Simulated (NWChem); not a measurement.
System: phosphorus nitride (PN); SMILES N#P

The following NWChem deck was run.

```
start job
memory heap 200 mb stack 900 mb global 1100 mb
geometry units angstroms noautosym nocenter noautoz
  N      0.000000     0.000000     1.004870
  P      0.000000     0.000000    -0.474538
end
basis spherical
  * library def2-svp
end
dft
  xc xpbe96 cpbe96
  iterations 150
end
cosmo
  do_cosmo_smd true
  solvent toluene
end
task dft energy
```

Output (shortened):

```
             Northwest Computational Chemistry Package (NWChem) 7.3.0
             --------------------------------------------------------

                             Geometry "geometry" -> ""
                             -------------------------

 Output coordinates in angstroms (scale by  1.889725989 to convert to a.u.)

  No.       Tag          Charge          X              Y              Z
 ---- ---------------- ---------- -------------- -------------- --------------
    1 N                    7.0000     0.00000000     0.00000000     1.00487000
    2 P                   15.0000     0.00000000     0.00000000    -0.47453800

 Effective nuclear repulsion energy (a.u.)      37.5580037048

  pbe96 is a nonlocal functional; adding pw91lda local functional.

                                 NWChem DFT Module
                                 -----------------

 Summary of "ao basis" -> "ao basis" (spherical)
 ------------------------------------------------------------------------------
       Tag                 Description            Shells   Functions and Types
 ---------------- ------------------------------  ------  ---------------------
 N                          def2-svp                 6       14   3s2p1d
 P                          def2-svp                 8       18   4s3p1d

 in cosmo_initialize ...
 calling solv_data for solv:toluene

 solvent parameters
 solvname_short: toluene
 solvname_long:  toluene
 dielec:        2.3741
 dielecinf:     2.2383
 nonaqueous SMD model solvent descriptors
 dielec:        2.3741
 sola:          0.0000
 solb:          0.1400
 solc:          0.8570
 solg:         40.2000
 solh:          0.0000
 soln:          1.4961

          ---------------
          -cosmo- solvent
          ---------------
 Cosmo: York-Karplus, doi: 10.1021/jp992097l
 dielectric constant -eps-     =   2.37
 screen = (eps-1)/(eps    )    =   0.57879
 surface charge correction     = lagrangian

   van der Waals surface
 --------------------------

 ---------- ATOMIC COORDINATES (A.U.) ------------ VDWR(ANG.) --
     1    0.00000000    0.00000000    1.89892895     1.890
     2    0.00000000    0.00000000   -0.89674679     2.120
 number of segments per atom =        128
 number of   points per atom =        128
 atom (   nspa,  nppa )
 ----------------------
    1 (     92,     0 )       0
    2 (    100,     0 )       0
 number of -cosmo- surface points =      192
 molecular surface =     69.874 angstrom**2
 molecular volume  =     50.859 angstrom**3
 -lineq- algorithm             =   0
 -bem- low  level              =   3
 -bem- from -octahedral-
 gaussian surface charge width =   4.50000
 degree of switching           =   1.00000
 switching function tolerance  =   0.00010
 atomic radii =
 --------------
    1  7.000  1.890
    2 15.000  2.120
 ...... end of -cosmo- initialization ......

 nat:                     2
 ixmem:                   309
 calling mnsol_interface()
 G(SMD-CDS) energy (kcal/mol)  =     2.214
 SMD-CDS SASA (angstrom**2)    =    74.141

            General Information
            -------------------
          SCF calculation type: DFT
          Wavefunction type:  closed shell.
          No. of atoms     :     2
          No. of electrons :    22
           Alpha electrons :    11
            Beta electrons :    11
          Charge           :     0
          Spin multiplicity:     1
          Use of symmetry is: off; symmetry adaption is: off
          Maximum number of iterations: 150
          AO basis - number of functions:    32
                     number of shells:    14
          Convergence on energy requested:  1.00D-06
          Convergence on density requested:  1.00D-05
          Convergence on gradient requested:  5.00D-04

              XC Information
              --------------
          PerdewBurkeErnzerhof Exchange Functional  1.000
            Perdew 1991 LDA Correlation Functional  1.000 local
           PerdewBurkeErnz. Correlation Functional  1.000 non-local

[...]

                                COSMO-SMD solvation results
                                ---------------------------

             internal energy in gas <Psi(g)|H|Psi(g)> =      -395.695332507063
         internal energy in solvent <Psi(s)|H|Psi(s)> =      -395.694762350284
                               delta internal energy  =         0.000570156779 (    0.36 kcal/mol)
   total free energy in solvent <Psi(s)|H+V/2|Psi(s)> =      -395.698730037507
 polarization energy contribution <Psi(s)|V/2|Psi(s)> =        -0.003967687223 (   -2.49 kcal/mol)
    total free energy in solvent including G(SMD-CDS) =      -395.695202395367
                       G(SMD-CDS) energy contribution =         0.003527642140 (    2.21 kcal/mol)
     1 M fixed-concentration free energy of solvation =         0.000130111696 (    0.08 kcal/mol)

                       DFT Final Molecular Orbital Analysis
                       ------------------------------------

 Vector    9  Occ=2.000000D+00  E=-3.009462D-01
              MO Center=  3.4D-10,  2.6D-10,  3.9D-01, r^2= 1.5D+00
   Bfn.  Coefficient  Atom+Function         Bfn.  Coefficient  Atom+Function
  ----- ------------  ---------------      ----- ------------  ---------------
     4      0.396551  1 N  px                25     -0.304996  2 P  px
    22     -0.279482  2 P  px                 7     -0.255283  1 N  px
     5      0.210844  1 N  py                26     -0.162165  2 P  py
    19      0.155583  2 P  px                23     -0.148599  2 P  py
     8     -0.135732  1 N  py                20      0.082723  2 P  py

 Vector   10  Occ=2.000000D+00  E=-3.009462D-01
              MO Center=  3.4D-10, -8.1D-10,  3.9D-01, r^2= 1.5D+00
   Bfn.  Coefficient  Atom+Function         Bfn.  Coefficient  Atom+Function
  ----- ------------  ---------------      ----- ------------  ---------------
     5      0.396551  1 N  py                26     -0.304996  2 P  py
    23     -0.279482  2 P  py                 8     -0.255283  1 N  py
     4     -0.210844  1 N  px                25      0.162165  2 P  px
    20      0.155583  2 P  py                22      0.148599  2 P  px
     7      0.135732  1 N  px                19     -0.082723  2 P  px

 Vector   11  Occ=2.000000D+00  E=-2.748693D-01
              MO Center= -9.3D-10,  7.8D-10,  6.3D-01, r^2= 1.8D+00
   Bfn.  Coefficient  Atom+Function         Bfn.  Coefficient  Atom+Function
  ----- ------------  ---------------      ----- ------------  ---------------
     6      0.502403  1 N  pz                 3     -0.344523  1 N  s
    24      0.330488  2 P  pz                 9     -0.278052  1 N  pz
    27      0.253298  2 P  pz                18     -0.229413  2 P  s
    21     -0.177953  2 P  pz                 2     -0.162232  1 N  s
     1     -0.087837  1 N  s                 30      0.041665  2 P  d  0

 Vector   12  Occ=0.000000D+00  E=-1.048125D-01
              MO Center= -1.3D-10,  1.1D-10, -4.3D-02, r^2= 2.1D+00
   Bfn.  Coefficient  Atom+Function         Bfn.  Coefficient  Atom+Function
  ----- ------------  ---------------      ----- ------------  ---------------
    25      0.465473  2 P  px                26     -0.441116  2 P  py
     7     -0.321373  1 N  px                 4      0.319655  1 N  px
     8      0.304556  1 N  py                 5     -0.302928  1 N  py
    22      0.257391  2 P  px                23     -0.243922  2 P  py
    19     -0.137393  2 P  px                20      0.130204  2 P  py

 Vector   13  Occ=0.000000D+00  E=-1.048125D-01
              MO Center= -2.3D-11,  1.8D-11, -4.3D-02, r^2= 2.1D+00
   Bfn.  Coefficient  Atom+Function         Bfn.  Coefficient  Atom+Function
  ----- ------------  ---------------      ----- ------------  ---------------
    26      0.465473  2 P  py                25      0.441116  2 P  px
     8     -0.321373  1 N  py                 5      0.319655  1 N  py
     7     -0.304556  1 N  px                 4      0.302928  1 N  px
    23      0.257391  2 P  py                22      0.243922  2 P  px
    20     -0.137393  2 P  py                19     -0.130204  2 P  px

 Vector   14  Occ=0.000000D+00  E= 5.941900D-02
              MO Center= -7.3D-11,  6.2D-11, -4.0D-01, r^2= 2.6D+00
   Bfn.  Coefficient  Atom+Function         Bfn.  Coefficient  Atom+Function
  ----- ------------  ---------------      ----- ------------  ---------------
    27     -1.471382  2 P  pz                18     -1.404616  2 P  s
     3      1.353687  1 N  s                  9     -0.619097  1 N  pz
     6      0.236688  1 N  pz                30      0.210249  2 P  d  0
     2      0.192568  1 N  s                 24     -0.158315  2 P  pz
    17      0.107135  2 P  s                  1      0.100655  1 N  s

     Multipole analysis of the density
     ---------------------------------

     L   x y z        total         alpha         beta         nuclear
     -   - - -        -----         -----         ----         -------
     0   0 0 0     -0.000000    -11.000000    -11.000000     22.000000

     1   1 0 0      0.000000      0.000000      0.000000      0.000000
     1   0 1 0     -0.000000     -0.000000     -0.000000      0.000000
     1   0 0 1     -1.100435     -0.470868     -0.470868     -0.158699

     2   2 0 0    -12.697409     -6.348705     -6.348705      0.000000
     2   1 1 0     -0.000000     -0.000000     -0.000000      0.000000
     2   1 0 1      0.000000      0.000000      0.000000      0.000000
     2   0 2 0    -12.697409     -6.348705     -6.348705      0.000000
     2   0 1 1     -0.000000     -0.000000     -0.000000      0.000000
     2   0 0 2    -14.921080    -26.112460    -26.112460     37.303840
```

Level: PBE/def2-SVP, SMD on the gas-phase geometry. Structure relaxed at the PBE0-D3(BJ)/def2-TZVP level. Solvent: toluene.
